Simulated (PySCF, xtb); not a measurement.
C₄H₁₀O₂Zn₂, SMILES [CH3][Zn][O]CC[O][Zn][CH3].

GFN2-xTB in xtb at its own geometry gives an orbital gap of 2.57 eV and a dipole moment of 4.98 D.

Geometry: B3LYP-D3(BJ)/def2-SVP. One conformer was computed; it need not be the lowest.

Q: What does PySCF with M06-2X/def2-SVP give? (Estimate from the structure and the level; the computed values follow.)

A: gap 7.42 eV (levels -7.63 and -0.21 eV), dipole 4.85 D.
